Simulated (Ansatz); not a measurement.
Reaction (ligand exchange at the Si–O bond): `[AlH2][BH]O[SiH3]` + `C[SiH2][TeH]` → `C[SiH2][Te][SiH3]` + `O[BH][AlH2]`

Isolated molecules relaxed with PBE0-D4/def2-TZVP in Ansatz; ΔE leaves out vibrations. CCSD(T)/CBS is the MP2 limit (def2-TZVPP, def2-QZVPP) plus CCSD(T) − MP2 in def2-TZVPP, frozen cores. Functionals use def2-TZVPP. Elements past krypton have def2 core potentials. For Te outer-core shells are correlated without core-valence functions, which leaves a few kJ/mol of doubt a bond. Each species was taken in one conformer, which may not be the lowest.

(1) Is it downhill or uphill in electronic energy at CCSD(T)/CBS, and by how much? (Estimate.)

(2) What do these levels give: r2SCAN-D4, ωB97X-V, r2SCAN, r2SCANh, HF/def2-TZVPP, SCS-MP2/def2-QZVPP? (Best estimate.)

Largest T1 diagnostic among the species: 0.014.

Results:

(1) Computed: Uphill: ΔE = +14.8 kJ/mol.

(2) The calculation gave: r2SCAN-D4 12.9, ωB97X-V 17.9, r2SCAN 13.9, r2SCANh 13.9, HF/def2-TZVPP 41.1, SCS-MP2/def2-QZVPP 19.8 kJ/mol.

From BLYP to BHLYP (50 % exact exchange), in def2-TZVPP and without D4, ΔE moves by +6.4 kJ/mol. Leaving LDA and LC-ωPBE aside and taking each functional with its dispersion term where it has one, the values, not all of them listed here, spread over 27.0 kJ/mol, from PBE-D4 to CAM-B3LYP-D4. The D4 term adds −6.7 kJ/mol with B3LYP and −3.8 kJ/mol with PBE0; it sums over pairs of atoms, weighted by their polarisabilities, and B3LYP, whose exchange is more repulsive, gets the larger term.

B3LYP here is the variant with VWN-RPA as its local correlation; programs differ in this.
